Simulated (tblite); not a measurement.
Compound: C₇H₁₃O₂P.
Cartesian coordinates in Å at the GFN2-xTB level; atoms count from 1:
```
atom  x, y, z in Å
C1     3.1742   -0.7067    1.1705
C2     2.5236    0.1891    0.7158
C3     1.7566    1.2695    0.1581
P4     0.3665    0.7292   -0.9402
O5    -0.1340    1.8304   -1.7743
O6     1.0333   -0.4270   -1.8495
C7    -0.9352   -0.1584    0.0461
C8    -1.9797   -0.5907   -0.9770
C9    -0.3533   -1.3615    0.7719
C10   -1.5285    0.8522    1.0189
H11    3.7358   -1.4979    1.5679
H12    1.3416    1.9073    0.9415
H13    2.3859    1.8897   -0.4893
H14    0.9865   -0.1326   -2.7614
H15   -1.5579   -1.3253   -1.6614
H16   -2.8419   -1.0346   -0.4816
H17   -2.3131    0.2709   -1.5529
H18    0.3416   -1.0493    1.5478
H19   -1.1529   -1.9398    1.2331
H20    0.1820   -2.0012    0.0739
H21   -1.8259    1.7510    0.4811
H22   -2.4045    0.4357    1.5142
H23   -0.8055    1.1273    1.7854
```

Computed with GFN2-xTB (tblite): harmonic, unscaled wavenumbers at the GFN2-xTB geometry, gas phase. The method is semi-empirical: single wavenumbers can be off by several per cent or more. One conformer, not necessarily the lowest.

Harmonic wavenumbers (cm⁻¹): 26.5, 67.4, 105.1, 158.6, 168.7, 189.3, 205.3, 217.6, 239.6, 255.0, 269.3, 283.3, 294.4, 303.8, 351.8, 377.2, 399.0, 411.4, 449.5, 592.2, 636.2, 648.3, 737.5, 784.9, 814.9, 862.7, 887.0, 963.5, 972.1, 973.7, 1012.9, 1025.7, 1031.8, 1076.7, 1178.7, 1215.1, 1238.2, 1249.9, 1258.6, 1393.3, 1400.5, 1405.2, 1425.0, 1480.4, 1485.3, 1486.4, 1494.3, 1499.1, 1503.4, 2292.7, 2920.8, 2955.4, 3008.6, 3010.7, 3014.3, 3017.7, 3019.4, 3023.9, 3026.9, 3037.3, 3042.5, 3402.8, 3571.5.

A = 1519, B = 996.2, C = 832.6 MHz; mass 160.065 u (most abundant isotopes); point group C1, symmetry number 1.

What is the zero-point energy?

Half the sum of the wavenumbers: 40425 cm⁻¹ = 115.58 kcal/mol.

Give the ideal-gas entropy at 200 K and 1 bar in the rigid-rotor, harmonic-oscillator model (classical rotation).

Translation 39.16, rotation 28.73, vibration 27.72: S = 95.6 cal/(mol K).

And Cp and H(200 K) − H(0)?

Cp = 39.34 cal/(mol K), of which vibrations give 31.39 (their classical limit is 63 R = 125.2); H(200 K) − H(0) = 4.69 kcal/mol without the zero-point energy, 3.10 from vibrations.

Which modes carry the vibrational entropy at 200 K?

26.5 cm⁻¹: 5.28; 67.4 cm⁻¹: 3.45; 105.1 cm⁻¹: 2.59; 158.6 cm⁻¹: 1.83; 168.7 cm⁻¹: 1.72; 189.3 cm⁻¹: 1.52 cal/(mol K); the other 57 give 11.33 together.

How do the functions run with temperature in this model?

| T (K) | S (cal/(mol K)) | Cp (cal/(mol K)) | H − H(0) (kcal/mol) | G − H(0) (kcal/mol) | ln q(vib) |
| --- | --- | --- | --- | --- | --- |
| 50 | 61.2 | 14.0 | 0.53 | -2.53 | 0.86 |
| 100 | 73.9 | 24.0 | 1.47 | -5.92 | 2.38 |
| 298.15 | 113.6 | 51.3 | 9.15 | -24.72 | 9.95 |
| 373.15 | 126.0 | 59.7 | 13.32 | -33.71 | 12.79 |
| 500 | 145.2 | 71.7 | 21.68 | -50.93 | 17.43 |
| 750 | 177.8 | 88.7 | 41.88 | -91.43 | 25.89 |
| 1000 | 204.9 | 100.1 | 65.56 | -139.36 | 33.53 |

q(vib) and H(0) count from the zero-point level.

Hindered rotation and anharmonicity are outside this model. Other conformers, if any are populated, would add a mixing term that is left out. The structure is chiral; the term R ln 2 for an equal mix with its mirror image is left out.
